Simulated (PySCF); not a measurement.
**Nd(III) with different ligands**

Computed with PySCF 2.14.0, PBE0, def2-SVP on the ligands, density fitting, scalar-relativistic core potentials, no spin-orbit coupling, vacuum. The metal has lcecp-1-SVP with ECP49. Each complex is relaxed within the symmetry of a template of the same shape. Distances are means of the shortest metal–ligand contacts, charges and spins Mulliken's; removal energies are rigid, with the ligand's formal charge and no counterpoise, so too large; for an anion taken off a cation in vacuum most of it is the attraction of opposite charges, and multiply charged cations can part far more cheaply with an electron moved from ligand to metal. lcecp potentials hold a fixed number of 4f electrons in the core, out of states, spins and gaps.

| complex | point group | M–first ligand (Å) | charge on M (e) | dipole (D) | removal of one first-named ligand (eV) | strongest infrared band, degenerate modes summed (cm⁻¹) | unstable modes (below −25 cm⁻¹) |
| --- | --- | --- | --- | --- | --- | --- | --- |
| NdH3(NH3) | C3v | 2.087 | 0.55 | 6.03 | 8.71 | 1343 | 0 (lowest -11 cm⁻¹, within noise) |
| NdF3(H2O) | Cs | 2.082 | 1.21 | 6.88 | 10.82 | 552 | 0 |

Order these by the energy to remove one first-named ligand, lowest first.
A. NdF3(NH3)
B. NdCl3(H2O)
C. NdCl3(NH3)
D. NdH3(H2O)
E. Nd(OH)3(NH3)

C (8.69), B (8.79), D (9.76), E (10.15), A (10.75).

What else do they give?


| complex | point group | M–first ligand (Å) | charge on M (e) | dipole (D) | removal of one first-named ligand (eV) | strongest infrared band, degenerate modes summed (cm⁻¹) | unstable modes (below −25 cm⁻¹) |
| --- | --- | --- | --- | --- | --- | --- | --- |
| NdCl3(NH3) | C3v | 2.557 | 0.84 | 5.04 | 8.69 | 334 | 0 |
| Nd(OH)3(NH3) | C1, nearly C3v | 2.127 | 0.94 | 4.26 | 10.15 | 558 | 0 |
| NdCl3(H2O) | Cs | 2.552 | 0.89 | 5.48 | 8.79 | – | 1 (soft) |
| NdH3(H2O) | C1 | 2.094 | 0.68 | 3.90 | 9.76 | 1385 | 0 |
| NdF3(NH3) | C3v | 2.089 | 1.18 | 6.09 | 10.75 | 552 | 0 |

Members with unstable modes aren't minima as they stand: saddle points kept by symmetry or, where the modes are soft, flat surfaces and noise. Moved off a saddle point of the template and relaxed again: NdH3(H2O). One start shape was tried for each, so a minimum needn't be the lowest isomer.
